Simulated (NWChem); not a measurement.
Molecule: C$_{3}$H$_{3}$F; SMILES C=C=CF

```xyz
7

C      0.2308     1.8754     0.0000
C     -0.1121     0.6044     0.0000
C     -0.5017    -0.6559     0.0000
F      0.3549    -1.7007     0.0000
H      0.3836     2.4351    -0.9409
H      0.3836     2.4351     0.9409
H     -1.5608    -0.9674     0.0000
```
Atoms are numbered in this order, from 1.

Level: PBE-D3(BJ)/def2-SVP (NWChem), optimised geometry, unscaled harmonic frequencies. 

Q: List the harmonic frequencies with IR intensities, and the thermochemistry.

A: 
| frequency (cm⁻¹) | IR intensity (km/mol) |
|---|---|
| 211 | 1.1 |
| 284 | 8.8 |
| 605 | 13.4 |
| 614 | 0.1 |
| 821 | 18.5 |
| 873 | 37.8 |
| 966 | 0.3 |
| 1003 | 57.0 |
| 1178 | 90.2 |
| 1313 | 28.8 |
| 1425 | 63.8 |
| 2034 | 18.0 |
| 3039 | 5.5 |
| 3105 | 4.9 |
| 3120 | 0.8 |

| Item | Value |
|---|---|
| zero-point energy | 29.4 kcal/mol |
| thermal correction to the enthalpy at 298.15 K (with zero-point energy) | 32.8 kcal/mol |
| heat capacity Cv | 13.9 cal/(mol K) |
| entropy at 298.15 K and 1 atm (symmetry number 1) | 66.6 cal/(mol K) |
| dipole moment | 1.47 D |

Rigid rotor and harmonic oscillator.
